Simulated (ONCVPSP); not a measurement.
## What one change does to a pseudopotential (Pt (Z = 78), ONCV)

ONCVPSP 4.0.1 input, shortened (lines: element, Z, core and valence counts, functional; n l f; lmax; l rc ep ncon nbas qcut; lloc lpopt rc5 dvloc0; l nproj debl; icmod fcfact rcfact), PBE, scalar-relativistic:

```
  Pt 78.00   11    3        4      upf
    1    0    2.00
    2    0    2.00
    2    1    6.00
    3    0    2.00
    3    1    6.00
    3    2   10.00
    4    0    2.00
    4    1    6.00
    4    2   10.00
    4    3   14.00
    5    0    2.00
    5    1    6.00
    5    2    9.00
    6    0    1.00
    2
    0    2.55    0.00    4    6    2.70
    1    1.85    0.00    4    7    6.10
    2    1.90    0.00    3    8    8.20
    4    5    1.50    0.00
    0    3    1.80
    1    2    2.20
    2    3    0.50
    3    4.75    1.60
```

All-electron outer shells of the reference configuration (PBE, scalar-relativistic, ld1.x):

```json
{"shell": "4f", "level (eV)": "-70.08", "outermost node (bohr)": "–", "outermost maximum (bohr)": "0.38"}
{"shell": "5p", "level (eV)": "-56.02", "outermost node (bohr)": "0.53", "outermost maximum (bohr)": "0.98"}
{"shell": "5d", "level (eV)": "-6.14", "outermost node (bohr)": "0.57", "outermost maximum (bohr)": "1.26"}
{"shell": "6s", "level (eV)": "-5.66", "outermost node (bohr)": "1.14", "outermost maximum (bohr)": "2.38"}
```

Change: s: debl 1.35.

Cutoffs: the cutoffs (Ha) at which the residual kinetic energy of the hardest occupied pseudo-wave falls to 1 and 0.1 mHa per electron; they do not see the model core or the augmentation charge, which bear on the density cutoff. Errors are all-electron minus pseudo energies relative to the spin-unpolarised reference configuration.

Task: Predict the effect on cutoff, ghosts and configuration errors.

Result: The potential gets neither clearly harder nor softer (20 Ha and 24 Ha → 20 Ha and 24 Ha); a bound ghost appears in s, which as a rule spoils a file; the lowest positive-energy flag moves from s at 15.8 eV to none; the number of tests with a reliable result goes from 4 to 3; the errors of the 3 common tests hardly move.

| quantity | base | changed |
| --- | --- | --- |
| cutoff, loose | 20 Ha | 20 Ha |
| cutoff, tight | 24 Ha | 24 Ha |
| bound ghosts | none | s |
| GHOST(+) flags under 300 eV | s at 15.8 eV, s at 205.4 eV | none |
| tests with a reliable result | 4 of 4 | 3 of 4 |
| error for 5p6 5d9 6s0, meV [ΔE 9.19 eV] | -18 | -18 |
| error for 5p6 5d8 6s0, meV [ΔE 29.16 eV] | -11 | -11 |
| error for 5p6 5d9 6s0.5, meV [ΔE 3.69 eV] | -4.6 | -4.6 |
| s: phases at 2.59 bohr within 0.05 rad from the reference energy up to (Ha; the scan ends near 5) | to the end of the scan | to the end of the scan |
| p: phases at 1.88 bohr within 0.05 rad from the reference energy up to (Ha; the scan ends near 5) | to the end of the scan | to the end of the scan |
| d: phases at 1.93 bohr within 0.05 rad from the reference energy up to (Ha; the scan ends near 5) | to the end of the scan | to the end of the scan |
| rms error of d²Exc/dni dnj with the model core, mHa | 1.93 | 1.93 |

 A true bound ghost makes a file unfit for plane-wave use even where its test errors are small: the radial tests pick states by their node count and pass the ghost by.
